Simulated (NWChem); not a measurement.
System meant: BeHSeF; SMILES [F][Be][SeH]

Here is an NWChem input.

```
start job
memory heap 200 mb stack 900 mb global 1100 mb
geometry units angstroms noautoz
  Be     0.022448     1.134872     0.000000
  F      0.116036     2.506759     0.000000
  Se    -0.157888    -0.903003     0.000000
  H      1.317836    -1.053274     0.000000
end
basis spherical
  * library def2-svp
end
dft
  odft
  mult 2
  xc xpbe96 cpbe96
  iterations 150
  mulliken
end
task dft energy
```

End of the output:

```
                                 NWChem DFT Module
                                 -----------------

 Summary of "ao basis" -> "ao basis" (spherical)
 ------------------------------------------------------------------------------
       Tag                 Description            Shells   Functions and Types
 ---------------- ------------------------------  ------  ---------------------
 Be                         def2-svp                 5        9   3s2p
 F                          def2-svp                 6       14   3s2p1d
 Se                         def2-svp                12       32   5s4p3d
 H                          def2-svp                 3        5   2s1p

 Summary of "ao basis" -> "ao basis" (spherical)
 ------------------------------------------------------------------------------
       Tag                 Description            Shells   Functions and Types
 ---------------- ------------------------------  ------  ---------------------
 Be                         def2-svp                 5        9   3s2p
 F                          def2-svp                 6       14   3s2p1d
 Se                         def2-svp                12       32   5s4p3d
 H                          def2-svp                 3        5   2s1p

      Symmetry analysis of basis
      --------------------------

        a'         43
        a"         17

  number of electrons :                   48
  multiplicity        :                    2
 ------------------------------------------------------------------------
  no. of electrons and multiplicity not compatible                  48
 ------------------------------------------------------------------------
 ------------------------------------------------------------------------
  current input line :
    19: task dft energy
 ------------------------------------------------------------------------
 ------------------------------------------------------------------------
 There is an error in the input file
 ------------------------------------------------------------------------
 For more information see the NWChem manual at https://nwchemgit.github.io

0: no. of electrons and multiplicity not compatible:Received an Error in Communication
```

### Question
Can this run be used? If not, why, and what is the fix?

### Answer
The program refused the input. Cause: the multiplicity doesn't fit the number of electrons (an even count wants an odd multiplicity, and the reverse). This input runs:
```
start job
memory heap 200 mb stack 900 mb global 1100 mb
geometry units angstroms noautoz
  Be     0.022448     1.134872     0.000000
  F      0.116036     2.506759     0.000000
  Se    -0.157888    -0.903003     0.000000
  H      1.317836    -1.053274     0.000000
end
basis spherical
  Be library def2-svp
  F library def2-svp
  Se library def2-svp
  H library def2-svp
end
dft
  xc xpbe96 cpbe96
  iterations 150
  mulliken
end
task dft energy
```
It converges to -2515.98081 Ha (PBE/def2-SVP).
